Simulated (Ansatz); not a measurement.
In(pzH)Cl3 (C3H4Cl3InN2). The state is a triplet with charge 0. Geometry PBE-D4/def2-SVP, that of the neutral singlet; atoms count from 1.

```xyz
13

In    1.7521   -1.6937    0.1006
N     0.1299   -0.1195   -0.1810
C    -0.4721    0.4849   -1.2213
C    -1.4338    1.4004   -0.7483
C    -1.3688    1.3052    0.6456
N    -0.4213    0.3854    0.9354
H    -0.1840    0.2316   -2.2480
H    -2.0902    2.0467   -1.3389
H    -1.9229    1.8206    1.4375
H    -0.0589    0.0169    1.8369
Cl    0.8702   -3.6502   -0.8824
Cl    1.5061   -1.4976    2.4988
Cl    3.6936   -0.7307   -0.8348
```

In the def2 sets In takes a core potential; there is no spin–orbit coupling. At PBE0-D4/def2-TZVP a singlet of charge 0 lies 4.60 eV below the triplet at the same geometry.

Question: Estimate the Mulliken populations from the PBE0/def2-TZVP orbitals of Ansatz.

Answer: 
```tsv
atom	charge (e)	spin (α − β)
In1	0.95	-0.01
N2	-0.09	0.67
C3	-0.13	0.57
C4	-0.11	-0.28
C5	-0.08	0.80
N6	-0.11	0.32
H7	0.17	-0.03
H8	0.17	0.01
H9	0.18	-0.04
H10	0.26	-0.02
Cl11	-0.39	0.00
Cl12	-0.43	0.00
Cl13	-0.39	0.00
```
Mulliken values depend strongly on the basis.

Question: Where does the spin sit?

Answer: Summed by element: In -0.01, N 0.99, C 1.10, H -0.08, Cl 0.01, of 2 unpaired in all. Largest on single atoms: C5 0.80, N2 0.67, C3 0.57.

Question: And the Mayer bond orders between heavy atoms (over 0.3)?

Answer: In1–N2 0.43 (2.28 Å); In1–Cl11 0.95 (2.36 Å); In1–Cl12 0.79 (2.42 Å); In1–Cl13 0.95 (2.36 Å); N2–C3 0.95 (1.35 Å); N2–N6 1.20 (1.34 Å); C3–C4 1.59 (1.41 Å); C4–C5 1.32 (1.40 Å); C5–N6 0.95 (1.35 Å).
